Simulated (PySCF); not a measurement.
## Simulated characterisation data

Method: GIAO PBE0/pcSseg-1 shieldings, coordinates at the GFN2-xTB level, in PySCF 2.14 (non-relativistic Hamiltonian, gas phase, single conformer, one averaged value for each set of equivalent atoms).

δ = σ(ref) − σ, references computed at the same level: ¹H (σ = 31.72 ppm), ¹³C (σ = 186.93 ppm) against TMS. Splittings of carbon signals by F and P are missing where no couplings were computed. Where no couplings were computed, multiplicities follow the n + 1 count of equivalent neighbours, and m marks all less simple cases (inequivalent or close neighbours, rings, F or P nearby). Shifts are as computed. Against solution values, carbons near 30 ppm lie about +3 ppm off and those near 130 ppm about +5 ppm. Of 1309 compounds with measured shifts, 239 miss one by over three times the rms of a fit or turn the order of signals round; such compounds aren't used in these exercises.

Compound 1 (C₈H₇F). ¹H NMR (600 MHz, computed): δ 5.95 (m, 1H), 5.87 (m, 1H), 5.56 (m, 1H), 2.22 (s, 1H), 2.09 (s, 3H). ¹³C{¹H} NMR (computed): δ 145.2, 120.0, 93.3, 84.7, 83.2, 82.2, 81.8, 4.7. Structure: `C#C[C@@](F)(C#CC)C=C`.

Compound 2 (C₄H₉FOSi₂). ¹H NMR (600 MHz, computed): δ 10.47 (m, 1H), 5.79 (m, 1H), 4.46 (m, 2H), 4.06 (t, 3H), 0.24 (m, 2H). ¹³C{¹H} NMR (computed): δ 196.5 (C), 190.2 (CH), 130.6 (CH), -11.3 (CH2). Structure: SMILES O=C/C=C(\F)[SiH2]C[SiH3].
